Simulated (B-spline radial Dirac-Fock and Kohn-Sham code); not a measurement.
Model: multi-electron Dirac-Fock with separately optimised hole states, Breit and Lamb-shift corrections added in first order. Program: a radial B-spline solver. Free neutral atoms.

Task: Order these X-ray lines by photon energy, lowest first.
A. Rb Lγ2
B. Yb Mγ
C. Xe Lα1
D. Ag Lβ2
E. Bi Mζ2
F. Sb Lβ1

Result: B (1763.8 eV), E (1876.3 eV), A (2056.8 eV), D (3349.0 eV), F (3844.6 eV), C (4110.7 eV).

Values without a named source are computed, but for edge energies of neutral atoms, which are taken from tables.
